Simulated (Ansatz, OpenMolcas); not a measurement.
## Strength of the S–Ge bond: GeH3(SH) → GeH3 + HS

Species: GeH3(SH), singlet; GeH3 `[GeH3]`, doublet; HS, doublet. 

Shapes, held fixed at every level: PBE0-D4/def2-TZVP. Programs: Ansatz 0.2.0, OpenMolcas 26.06. The zero-point and thermal change to 298 K, harmonic and unscaled (PBE0-D4/def2-TZVP), is -11.1 kJ/mol.

```csv
level,kind,ΔH(298 K) (kJ/mol),less CCSD(T)/def2-TZVPP
r2SCAN-D4/def2-TZVPP,meta-GGA,+320.6,-2.3
B3LYP/6-31G* (spherical functions),global hybrid,+302.1,-20.8
PBE0-D4/def2-TZVPP,global hybrid,+328.3,+5.4
wB97X-V/def2-TZVPP,range-separated hybrid,+335.9,+13.0
MP2/def2-SVP,perturbation theory,+310.5,-12.4
CCSD/def2-SVP,coupled cluster or CI,+292.7,-30.2
CCSD/def2-TZVPP,coupled cluster or CI,+312.9,-10.0
CCSD(T)/def2-TZVPP,coupled cluster or CI,+322.9,0.0
```

The highest level, CCSD(T)/def2-TZVPP, gives ΔH(298 K) = +322.9 kJ/mol; the levels span +292.7 to +335.9. The column of differences is taken from that level and isn't an error. No measured value is set beside it here. Open shells run unrestricted unless RO is named. Relativity is left out for Ge unless named. Correlated rows may include outer-core shells of Ge, which these sets cover unevenly.
